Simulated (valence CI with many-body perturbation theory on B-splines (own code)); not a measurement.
E1 transitions of Fe¹²⁺

Computed by configuration interaction combined with many-body perturbation theory (CI+MBPT): four valence electrons over a frozen Dirac-Fock core [Ne], radial functions for each j: 11 s, 11 p, 9 d, 7 f, 5 g, 2 h, 1 i, with the one-electron correlation potential Σ1 (screened to all orders), the two-electron term Σ2, the three-electron term Σ3, Breit, model QED; selected single and double excitations, second order for the rest, scaled by the run's own slope (own B-spline code, finite nucleus).

No measured spectrum was set against this ion. As an estimate, levels of excited configurations hold to 0.05 to 0.15 % of their energy, terms of the ground configuration to about 0.5 %.

Lines 151 to 200 of 225 in falling wavelength, among levels below 820810 cm⁻¹, chosen from the strongest by gf and those to the six lowest levels. Wavelengths and rates use the calculated energies, so an error of 200 cm⁻¹ moves a line at 21.37 nm by 0.043 % and its rate by three times that or more. Electric multipoles are in the length gauge, E1 and E2 with the static RPA response of the core. Weak lines are less certain than strong ones. Lines between different terms over intervals too small for the method are left out, as are lines whose strength nearly cancels. Where a level lies close to another of its J and parity, the split of strength between their lines is uncertain. The highest levels of a list are the least certain.

Names give the largest LS component (configuration and term), which can be under half, so a name can repeat, a term be missing and a line seem to break the LS rules; names also repeat where a configuration has a term twice. Letters in brackets count levels of one name in rising energy.

| λ vac (nm) | Upper | Lower | A (s⁻¹) | log gf | Branch % |
| --- | --- | --- | --- | --- | --- |
| 21.37 | 3s2 3p 3d 3P°_2 | 3s2 3p2 3P_2 | 1.73e+10 | -0.23 | 34.1 |
| 21.30 | 3s 3p2 3d 3F_3 [a] | 3s 3p3 5S°_2 | 9.32e+07 | -2.35 | 12.3 |
| 21.26 | 3s 3p2 3d 3P_0 [b] | 3s 3p3 3P°_1 | 3.90e+10 | -0.58 | 84.5 |
| 21.25 | 3s 3p2 3d 3D_2 [a] | 3s 3p3 3D°_3 | 8.78e+09 | -0.53 | 22.5 |
| 21.25 | 3s 3p2 3d 3D_3 [b] | 3s 3p3 3P°_2 | 1.71e+10 | -0.09 | 61.5 |
| 21.21 | 3s 3p2 3d 3D_3 [a] | 3s 3p3 3D°_3 | 3.11e+10 | 0.17 | 78.9 |
| 21.19 | 3s 3p2 3d 3P_1 [b] | 3s 3p3 3P°_2 | 1.02e+10 | -0.69 | 22.2 |
| 21.16 | 3s 3p2 3d 3P_1 [b] | 3s 3p3 3P°_1 | 1.51e+10 | -0.52 | 33.0 |
| 21.14 | 3s 3p2 3d 3D_1 [a] | 3s 3p3 3D°_2 | 1.32e+10 | -0.57 | 34.3 |
| 21.14 | 3s 3p2 3d 3D_1 [a] | 3s 3p3 3D°_1 | 2.33e+10 | -0.33 | 60.5 |
| 21.13 | 3s 3p2 3d 3P_1 [b] | 3s 3p3 3P°_0 | 1.42e+10 | -0.55 | 30.9 |
| 21.12 | 3s 3p2 3d 3D_2 [a] | 3s 3p3 3D°_2 | 2.01e+10 | -0.17 | 51.4 |
| 21.11 | 3s 3p2 3d 3D_2 [a] | 3s 3p3 3D°_1 | 7.83e+09 | -0.58 | 20.1 |
| 21.08 | 3s 3p2 3d 3D_3 [a] | 3s 3p3 3D°_2 | 4.33e+09 | -0.69 | 11.0 |
| 21.01 | 3s 3p2 3d 3P_2 [b] | 3s 3p3 3P°_2 | 3.36e+10 | 0.05 | 72.5 |
| 20.99 | 3s2 3p 3d 3P°_1 | 3s2 3p2 3P_2 | 6.62e+09 | -0.88 | 12.3 |
| 20.99 | 3s 3p2 3d 3P_2 [b] | 3s 3p3 3P°_1 | 7.73e+09 | -0.59 | 16.7 |
| 20.96 | 3s2 3p 3d 3P°_2 | 3s2 3p2 3P_1 | 1.81e+10 | -0.22 | 35.7 |
| 20.93 | 3s 3p2 3d 1G_4 | 3s 3p3 3D°_3 | 1.67e+09 | -1.01 | 68.9 |
| 20.86 | 3s2 3p 3d 1P°_1 | 3s2 3p2 1S_0 | 5.54e+10 | 0.04 | 98.9 |
| 20.81 | 3s2 3p 3d 1D°_2 | 3s2 3p2 3P_2 | 9.91e+07 | -2.49 | 0.2 |
| 20.75 | 3s 3p2 3d 1F_3 | 3s 3p3 3D°_3 | 2.93e+09 | -0.88 | 12.6 |
| 20.63 | 3s 3p2 3d 1F_3 | 3s 3p3 3D°_2 | 2.23e+09 | -1.00 | 9.5 |
| 20.59 | 3s2 3p 3d 3P°_1 | 3s2 3p2 3P_1 | 3.63e+08 | -2.16 | 0.7 |
| 20.52 | 3s 3p2 3d 3S_1 | 3s 3p3 3P°_2 | 2.08e+10 | -0.40 | 44.4 |
| 20.49 | 3s2 3p 3d 3D°_1 | 3s2 3p2 3P_2 | 1.27e+10 | -0.62 | 20.7 |
| 20.49 | 3s 3p2 3d 3S_1 | 3s 3p3 3P°_1 | 1.37e+10 | -0.59 | 29.2 |
| 20.48 | 3s 3p2 3d 5P_3 | 3s 3p3 5S°_2 | 5.46e+10 | 0.38 | 99.5 |
| 20.43 | 3s 3p2 3d 3D_1 [c] | 3s 3p3 3P°_2 | 4.31e+09 | -1.09 | 10.1 |
| 20.42 | 3s2 3p 3d 1D°_2 | 3s2 3p2 3P_1 | 1.96e+10 | -0.21 | 35.3 |
| 20.38 | 3s2 3p 3d 3D°_3 | 3s2 3p2 3P_2 | 6.34e+10 | 0.44 | 96.2 |
| 20.38 | 3s2 3p 3d 3D°_2 | 3s2 3p2 3P_2 | 3.34e+10 | 0.02 | 53.1 |
| 20.37 | 3s 3p2 3d 3D_1 [c] | 3s 3p3 3P°_0 | 9.20e+09 | -0.77 | 21.5 |
| 20.33 | 3s 3p2 3d 5P_2 | 3s 3p3 5S°_2 | 5.57e+10 | 0.24 | 99.3 |
| 20.32 | 3s2 3p 3d 3P°_0 | 3s2 3p2 3P_1 | 4.56e+10 | -0.55 | 100.0 |
| 20.27 | 3s 3p2 3d 3F_2 [b] | 3s 3p3 3D°_3 | 1.25e+09 | -1.42 | 2.7 |
| 20.24 | 3s 3p2 3d 5P_1 | 3s 3p3 5S°_2 | 5.71e+10 | 0.02 | 99.7 |
| 20.20 | 3s2 3p 3d 3P°_1 | 3s2 3p2 3P_0 | 4.59e+10 | -0.07 | 85.5 |
| 20.15 | 3s 3p2 3d 3F_2 [b] | 3s 3p3 3D°_2 | 1.50e+10 | -0.34 | 32.0 |
| 20.15 | 3s 3p2 3d 3F_2 [b] | 3s 3p3 3D°_1 | 2.33e+10 | -0.15 | 49.7 |
| 20.11 | 3s2 3p 3d 3D°_1 | 3s2 3p2 3P_1 | 3.97e+10 | -0.14 | 64.8 |
| 20.03 | 3s 3p2 3d 3F_3 [b] | 3s 3p3 3D°_3 | 1.20e+10 | -0.30 | 24.4 |
| 20.00 | 3s2 3p 3d 3D°_2 | 3s2 3p2 3P_1 | 2.33e+10 | -0.16 | 37.0 |
| 19.92 | 3s 3p2 3d 3F_3 [b] | 3s 3p3 3D°_2 | 3.07e+10 | 0.11 | 62.7 |
| 19.80 | 3s 3p2 3d 3D_1 [b] | 3s 3p3 3D°_2 | 2.92e+09 | -1.29 | 8.3 |
| 19.79 | 3s 3p2 3d 3D_1 [b] | 3s 3p3 3D°_1 | 9.07e+09 | -0.80 | 25.9 |
| 19.75 | 3s 3p2 3d 3P_2 [a] | 3s 3p3 5S°_2 | 8.34e+08 | -1.61 | 2.1 |
| 19.74 | 3s2 3p 3d 3D°_1 | 3s2 3p2 3P_0 | 7.49e+09 | -0.88 | 12.2 |
| 19.70 | 3s 3p2 3d 3F_4 [b] | 3s 3p3 3D°_3 | 4.91e+10 | 0.41 | 93.2 |
| 19.69 | 3s 3p2 3d 3D_2 [b] | 3s 3p3 3D°_2 | 3.14e+09 | -1.04 | 9.5 |
